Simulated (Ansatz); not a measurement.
A single point on C₅HF₆O₂− (`O=C([CH-]C(=O)C(F)(F)F)C(F)(F)F`).

```yaml
crystal:
  periodic: [false, false, false]
  atoms:
    - {symbol: O, position_ang: [0.608657, -0.505409, 1.550796]}
    - {symbol: C, position_ang: [0.760008, -0.503898, 0.332986]}
    - {symbol: C, position_ang: [0.002440, 0.054699, -0.709714]}
    - {symbol: C, position_ang: [-1.191439, 0.800713, -0.659983]}
    - {symbol: O, position_ang: [-1.784518, 1.251112, -1.640380]}
    - {symbol: C, position_ang: [-1.851549, 1.106149, 0.714872]}
    - {symbol: F, position_ang: [-2.973156, 1.823232, 0.553144]}
    - {symbol: F, position_ang: [-2.209550, -0.005078, 1.373611]}
    - {symbol: F, position_ang: [-1.058458, 1.828211, 1.518964]}
    - {symbol: C, position_ang: [2.022791, -1.255074, -0.194751]}
    - {symbol: F, position_ang: [1.709533, -2.268053, -1.031323]}
    - {symbol: F, position_ang: [2.855268, -0.445180, -0.884089]}
    - {symbol: F, position_ang: [2.740856, -1.786328, 0.794761]}
    - {symbol: H, position_ang: [0.369118, -0.095095, -1.718892]}
basis:
  gaussian: {orbitals: def2-QZVPPD}
total_charge: -1
correlation: {method: mp2}
```

```sh
$ ansatz run in.yaml --threads 6 --pin off --events-out ev --progress --plain --backend cuda
```

Shortened log:

```
Functional definition: HF
5296 factors; integrals over basis functions are off by at most 7.8e-4 eV
mean field evaluation 1: about -25480.2047 eV, gradient 7.4e1 eV
mean field evaluation 2: about -25480.4106 eV, gradient 7.4e1 eV
mean field evaluation 4: about -25490.7463 eV, gradient 8.2e0 eV
mean field evaluation 8: about -25490.9410 eV, gradient 3.4e-1 eV
mean field -25490.94159601 eV, -936.7748252726 hartree, gradient 1.8e-6 eV, S^2 0.000000; 0 other end points of the search recorded, 0 dependent functions left out
13 core orbitals not correlated: weight in the atoms' cores, before any rotation towards them, 1.000 or more for the frozen orbitals, at most 0.000 for the correlated occupied ones
reference -25490.94159601 eV, -936.7748252726 hartree; 38, 38 occupied and 825, 825 virtual orbitals, 5296 factors
second order -80.70153038 eV of doubles, -0.00000000 eV of singles
Total energy: -25571.64312639 eV, -939.7405518127 hartree
```

It took 11 s on 6 threads of an AMD EPYC 7R13 on a shared host and a share of an NVIDIA H100 80 GB, with 1.6 GiB of host memory at the peak.
